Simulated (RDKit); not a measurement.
Input file for RDKit: UFF on C3H5Cl (a complex).

```python
from rdkit import Chem
from rdkit.Chem import AllChem, rdDetermineBonds

blocks = [
'''4

C     0.41051972    0.07596698    0.03502410
C     0.55043701   -0.81996688   -0.74703761
H     0.28303593    0.85982101    0.74464672
H     0.67620536   -1.60768192   -1.44911977
''',
'''5

C    -0.30541224   -0.74213277    3.47661844
Cl   -0.25631001    1.05504346    3.44666670
H     0.45498682   -1.08756550    4.16997221
H    -1.29410657   -1.04564023    3.80630199
H    -0.10525911   -1.10279925    2.47218366
''',
]
mol = None
for b in blocks:
    f = Chem.MolFromXYZBlock(b)
    rdDetermineBonds.DetermineBonds(f, charge=0)
    mol = f if mol is None else Chem.CombineMols(mol, f)
Chem.SanitizeMol(mol)
print(Chem.MolToSmiles(Chem.RemoveHs(mol)))
ff = AllChem.UFFGetMoleculeForceField(mol, vdwThresh=100.0, ignoreInterfragInteractions=False)
e = ff.CalcEnergy()
print(f'UFF energy {e:.6f} kcal/mol')
```

Program output:

```
C#C.CCl
UFF energy 0.921462 kcal/mol
```

The run finished.

Cost: very roughly 0.03 core-seconds.
